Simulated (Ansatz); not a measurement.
Isolated molecules relaxed with PBE0-D4/def2-TZVP in Ansatz; ΔE leaves out vibrations. CCSD(T)/CBS is the MP2 limit (def2-TZVPP, def2-QZVPP) plus CCSD(T) − MP2 in def2-TZVPP, frozen cores. DFT in def2-TZVPP. For Se outer-core shells are correlated without core-valence functions, which leaves a few kJ/mol of doubt a bond. Scalar relativity is left out up to krypton. One conformer a species, not always the lowest.

`[SeH][SiH]1BO1` + `NP(O)O` → `OP(O)[SeH]` + `N[SiH]1BO1`  (redistribution)

CCSD(T)/CBS gives +7.9 kJ/mol.

Question: Another level gave +7.2 kJ/mol. Which?
A. HF/def2-TZVPP
B. BLYP-D4/def2-TZVPP
C. ωB97M-V/def2-TZVPP
D. r2SCAN/def2-TZVPP

Answer: C. ωB97M-V 7.2, r2SCAN 2.0, HF/def2-TZVPP 11.6, BLYP-D4 -5.3 kJ/mol.

Question: What do rigid-rotor, harmonic-oscillator terms from PBE0-D4/def2-TZVP frequencies (298.15 K, 1 bar) make of the CCSD(T)/CBS value? (An estimate is asked.)

Answer: Computed: ΔZPE = -1.1 kJ/mol, ΔH = +7.6 kJ/mol, ΔS = 6 J/(mol·K), ΔG = +6.0 kJ/mol.

Largest T1 diagnostic among the species: 0.015.

From r2SCAN to r2SCAN0 (25 % exact exchange), in def2-TZVPP and without D4, ΔE moves by +4.2 kJ/mol. At CCSD(T), def2-SVP lies +4.1 kJ/mol from the extrapolated value and def2-TZVPP +1.2 kJ/mol.
